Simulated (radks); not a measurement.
Values are calculated unless marked as measured or tabulated.
All-electron atom: Cl10+ in [He] 2s2 2p3 (the NIST ground configuration). Code: a radial shooting solver on a logarithmic mesh with Libxc functionals. Model: scalar-relativistic Kohn-Sham, r2SCAN, spin-polarised, spherical densities, finite nucleus; open shells are filled with parallel spins first; meta-GGA in the generalised Kohn-Sham scheme; Fermi nuclear charge, rms radius 3.3654 fm. Some entries of the table are withheld. Estimate them.

orbital,occ.,eigenvalue (eV),<1/r> (bohr^-1),r(max) (bohr)
1s up,1,(1),16.69,0.05946
1s down,1,(2),16.74,0.05936
2s up,1,-557.0372,(3),0.3438
2s down,1,-535.2594,(4),0.3480
2p up,3,-505.2872,3.536,0.2801
2p down,0,-478.8711,3.465,0.2864
3s up,0,-197.2057,1.396,0.9760
3s down,0,-184.6089,1.455,0.9450
3p up,0,-182.3258,1.353,0.9544

Answer. 
(1) 1s up eigenvalue (eV): -3134.515
(2) 1s down eigenvalue (eV): -3122.685
(3) 2s up <1/r> (bohr^-1): 3.633
(4) 2s down <1/r> (bohr^-1): 3.544
